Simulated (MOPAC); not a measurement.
Job for MOPAC: PM6 on CCl-, 2S+1 = 3, a spin state set in the input, which need not be the lowest, a point of a bond scan (R = 1.908 Å). Charge -1.

```
PM6 1SCF PRECISE CHARGE=-1 UHF MS=1 THREADS=1
CCl

C      0.00000000 1     0.00000000 1     0.00000000 1
Cl     0.00000000 1     0.00000000 1     1.90848100 1
```

Output:

```
*******************************************************************************
 **                                                                           **
 **                              MOPAC v23.2.5                                **
 **                                                                           **
 *******************************************************************************
 ** MOPAC's Digital Object Identifier: https://doi.org/10.5281/zenodo.6511958 **
 **                                                                           **
 ** Please cite the open-source release paper for use of this MOPAC version:  **
 ** J. E. Moussa and J. J. P. Stewart (2026)                                  **
 ** MOPAC: An open-source semiempirical molecular orbital program             **
 ** J. Open Source Softw., 11(119), 8025, https://doi.org/10.21105/joss.08025 **
 *******************************************************************************

                              PM6 CALCULATION RESULTS

 *******************************************************************************
 *  PM6        - The PM6 Hamiltonian to be used
 *  UHF        - UNRESTRICTED HARTREE-FOCK CALCULATION
 *
 *
 *
 *                 CHARGE ON SYSTEM = -1
 *
 *
 *
 *  MS=        - IN MECI, MAGNETIC COMPONENT OF SPIN =  1.0
 *  PRECISE    - TIGHTER CRITERIA TO BE USED
 *  1SCF       - DO 1 SCF AND THEN STOP
 *  THREADS=1  - MULTI-THREADING NOT USED
 *  T=         - A TIME OF 172800.0 SECONDS REQUESTED
 *  DUMP=N     - RESTART FILE WRITTEN EVERY 7200.0 SECONDS REQUESTED
 *******************************************************************************
PM6 1SCF PRECISE CHARGE=-1 UHF MS=1 THREADS=1
 CCl

   ATOM   CHEMICAL          X               Y               Z
  NUMBER   SYMBOL      (ANGSTROMS)     (ANGSTROMS)     (ANGSTROMS)

     1       C          0.00000000  *   0.00000000  *   0.00000000  *
     2      Cl          0.00000000  *   0.00000000  *   1.90848100  *



          CARTESIAN COORDINATES

    NO.       ATOM           X           Y           Z

     1         C          0.0000      0.0000      0.0000
     2        Cl          0.0000      0.0000      1.9085

 General Reference for PM6:
 "Optimization of Parameters for Semiempirical Methods V: Modification of NDDO Approximations
 and Application to 70 Elements", J. J. P. Stewart, J. Mol. Mod., 13, 1173-1213 (2007)
 URL: https://link.springer.com/article/10.1007/s00894-007-0233-4

           Empirical Formula: C Cl  =     2 atoms



      MOLECULAR POINT GROUP   :   C*v


          UHF CALCULATION, NO. OF ALPHA ELECTRONS =    7
                           NO. OF BETA  ELECTRONS =    5

 -------------------------------------------------------------------------------
 PM6 1SCF PRECISE CHARGE=-1 UHF MS=1 THREADS=1
 CCl



     1SCF WAS SPECIFIED, SO BFGS WAS NOT USED
     SCF FIELD WAS ACHIEVED


                              PM6 CALCULATION
                                                       MOPAC v23.2.5 Linux




          FINAL HEAT OF FORMATION =         80.48105 KCAL/MOL =     336.73271 KJ/MOL


          COSMO AREA              =         75.23 SQUARE ANGSTROMS
          COSMO VOLUME            =         57.90 CUBIC ANGSTROMS

          IONIZATION POTENTIAL    =          1.642100 EV
          ALPHA SOMO LUMO (EV)    =         -1.642  8.509
          BETA  SOMO LUMO (EV)    =         -4.146  9.573
          NO. OF ALPHA ELECTRONS  =          7
          NO. OF BETA  ELECTRONS  =          5
          MOLECULAR WEIGHT        =         47.4640         POINT GROUP:  C*v

          MOLECULAR DIMENSIONS (Angstroms)

            Atom       Atom       Distance
           Cl     2    C     1     1.90848
           Cl     2    C     1     0.00000
            C     1   Cl     2     0.00000


          SCF CALCULATIONS        =          1





   ATOM   CHEMICAL          X               Y               Z
  NUMBER   SYMBOL      (ANGSTROMS)     (ANGSTROMS)     (ANGSTROMS)

     1       C          0.00000000  *   0.00000000  *   0.00000000  *
     2      Cl          0.00000000  *   0.00000000  *   1.90848100  *

                             CARTESIAN COORDINATES

   1    C        0.000000000     0.000000000     0.000000000
   2   Cl        0.000000000     0.000000000     1.908481000


           Empirical Formula: C Cl  =     2 atoms



      MOLECULAR POINT GROUP   :   C*v


          ALPHA EIGENVALUES
 -20.77905 -10.39548  -5.52360  -5.52360  -4.97547  -1.64210  -1.64210   8.50867
 101.03275 101.03275 101.08361 101.08361 101.13888


           BETA EIGENVALUES
 -20.94032  -9.60481  -5.34213  -5.34213  -4.14596   9.57328   9.57328   9.67434
 100.99395 100.99395 101.04984 101.10501 101.10501


              NET ATOMIC CHARGES AND DIPOLE CONTRIBUTIONS

  ATOM NO.   TYPE          CHARGE      No. of ELECS.   s-Pop       p-Pop       d-Pop
    1          C          -0.417704        4.4177     1.91552     2.50219
    2         Cl          -0.582296        7.5823     1.99191     5.58723     0.00316
 DIPOLE           X         Y         Z       TOTAL
 POINT-CHG.     0.000     0.000     1.509     1.509
 HYBRID         0.000     0.000     1.171     1.171
 SUM            0.000     0.000     2.681     2.681


          ATOMIC ORBITAL ELECTRON POPULATIONS

     Atom    s        px        py        pz      x^2-y^2     xz        z^2       yz        xy
    1  C   1.91552   1.01237   1.01237   0.47744
    2 Cl   1.99191   1.98730   1.98730   1.61263   0.00000   0.00033   0.00250   0.00033   0.00000


                    (SZ)    =    1.000000
                    (S**2)  =    2.007369


          ATOMIC ORBITAL SPIN POPULATIONS

    Atom   Total    s     px     py     pz   x^2-y^2  xz     z^2    yz     xy
         Atomic
    1  C  2.0370 -0.009  0.987  0.987  0.073
    2 Cl -0.0370 -0.000  0.013  0.013 -0.063  0.000  0.000 -0.000  0.000  0.000

 **********************
 *                    *
 * JOB ENDED NORMALLY *
 *                    *
 **********************




 == MOPAC DONE ==
```

The run finished.

Cost: very roughly 0.020 core-seconds.
